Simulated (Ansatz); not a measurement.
Isolated molecules relaxed with PBE0-D4/def2-TZVP in Ansatz; ΔE leaves out vibrations. CBS: MP2 limit from def2 TZ/QZ plus the TZ coupled-cluster correction, frozen cores. This one scheme is used for every species. DFT in def2-TZVPP. For Ge outer-core shells are correlated without core-valence functions, which leaves a few kJ/mol of doubt a bond. Scalar relativity is left out up to krypton. One conformer a species, not always the lowest.

`O[SiH](Cl)[SiH2]F` + `[OH][GeH3]` → `O[SiH](Cl)[O][GeH3]` + `F[SiH3]`  (cleavage of the Si–Si bond)

```csv
level,ΔE (kcal/mol)
PBE0,-32.6
MP2/CBS(def2),-39.2
```

Question: What does CCSD(T)/CBS give? (Best estimate.)

Answer: Ansatz gave: -37.6 kcal/mol. The listed levels differ from it by 5.0, -1.6 kcal/mol.

Largest T1 diagnostic among the species: 0.012.

In def2-TZVPP, CCSD(T) changes the Hartree–Fock value by +4.8 kcal/mol (the triples alone add +0.7 kcal/mol) and MP2 by +3.2 kcal/mol. From PBE to PBE0 (25 % exact exchange), in def2-TZVPP and without D4, ΔE moves by −2.9 kcal/mol.
